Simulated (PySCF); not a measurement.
Simulated characterisation data

Rapidly exchanging positions averaged, relativity neglected, single conformer, in vacuum. B3LYP/pcJ-1 coupling constants (spin–dipole term left out of most H,H and C,H couplings); structure optimised with PBE0-D3(BJ)/def2-SVP; GIAO PBE0/pcSseg-1 shieldings; PySCF 2.14.

δ = σ(ref) − σ, references computed at the same level: $^{1}$H and $^{13}$C against TMS. Multiplet labels drop J under 1 Hz and among equivalent protons, and merge close values. Unscaled 3J(H,H) run several per cent high. Where no couplings were computed, multiplicities follow the n + 1 count of equivalent neighbours, and m marks all less simple cases (inequivalent or close neighbours, rings, F or P nearby). Couplings to H on boron are left out. Carbons bonded to boron are broad in practice. Shifts are as computed. Against solution values, carbons near 30 ppm lie about +2 ppm off and those near 130 ppm about +5 ppm. Of 1309 compounds with measured shifts, 239 miss one by over three times the rms of a fit or turn the order of signals round; such compounds aren't used in these exercises.

Compound 1 (C5H12B2O2). $^{1}$H NMR (500 MHz, computed): δ 4.19 (m, 2H), 4.12 (m, 2H), 4.03 (br, 1H), 1.20 (m, 1H), 1.01 (s, 6H). $^{13}$C{$^{1}$H} NMR (computed): δ 64.7 (CH2), 39.5 (CH), 16.2 (CH3). Structure: `CB(C)C1COBOC1`.

Compound 2 (C7H7N3). $^{1}$H NMR (500 MHz, computed): δ 8.72 (d, 1H), 7.72 (d, 1H), 7.16 (m, 1H), 6.86 (m, 1H), 2.74 (s, 3H). $^{13}$C{$^{1}$H} NMR (computed): δ 136.1 (C), 135.7 (C), 130.8 (CH), 127.5 (CH), 123.0 (CH), 118.1 (CH), 12.3 (CH3). Structure: SMILES C1=CC=CC2=C(C)N=NN12.

Compound 3 (C6H10). $^{1}$H NMR (500 MHz, computed): δ 6.55 (m, 1H), 6.00 (tq, J = 12.4, 2.5 Hz, 1H), 5.71 (d of q of quint, J = 15.7, 8.2, 1.1 Hz, 1H), 5.41 (d of q of sext, J = 12.5, 8.6, 1.4 Hz, 1H), 1.90 (ddd, J = 8.2, 2.3, 1.4 Hz, 3H), 1.84 (ddd, J = 8.6, 2.5, 1.1 Hz, 3H). $^{13}$C{$^{1}$H} NMR (computed): δ 137.1, 136.8, 133.3, 132.2, 21.7, 16.0. Structure: cis-2,trans-4-hexadiene (C/C=C\C=C\C).
